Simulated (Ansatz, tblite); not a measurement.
Cost and result up the ladder for Sn(eta1-allyl)H3 (C3H8Sn) (12 atoms). The state is a singlet with charge 0. Geometry: PBE-D4/def2-SVP.

```
atom    x (Å)    y (Å)    z (Å)
 Sn1  -1.5500   1.1116   0.2624
  C2  -0.1681  -0.1767  -0.8677
  C3   1.1554  -0.2535  -0.1877
  C4   1.6150  -1.2985   0.5299
  H5  -0.0979   0.2739  -1.8790
  H6  -0.6584  -1.1675  -0.9536
  H7   1.7922   0.6479  -0.2701
  H8   1.0231  -2.2222   0.6480
  H9   2.5990  -1.2677   1.0224
 H10  -0.7884   2.6390   0.5505
 H11  -1.9063   0.3521   1.7745
 H12  -3.0156   1.3617  -0.6296
```

Ansatz on 4 threads of Arm Neoverse V1 on a shared host; xTB runs through tblite on one thread. Times are rough, summed over both states, and most runs start from the orbitals of an earlier one. PBE0-D4/def2-TZVP serves as the yardstick here, not as an exact answer. The other state is a triplet.

In the def2 sets Sn takes a core potential; there is no spin–orbit coupling. The xTB rows come from tblite.

xTB has no spin-polarisation term.

```tsv
level	functions	wall time
GFN2-xTB	29	0.008 s
GFN1-xTB	37	0.011 s
PBE-D4/def2-TZVP	191	4.8 s
PBE0-D4/def2-TZVP	191	7 s
r2SCAN-D4/def2-TZVP (with forces)	191	11 s
```

(1) Estimate what each level gives for the vertical triplet (eV).

Answers

(1) 
| level | vertical triplet (eV) | difference from PBE0-D4/def2-TZVP (eV) |
| --- | --- | --- |
| GFN2-xTB | 4.35 | 0.49 |
| GFN1-xTB | 4.50 | 0.64 |
| PBE-D4/def2-TZVP | 3.92 | 0.06 |
| PBE0-D4/def2-TZVP | 3.86 | 0.00 |
| r2SCAN-D4/def2-TZVP (with forces) | 3.72 | -0.14 |
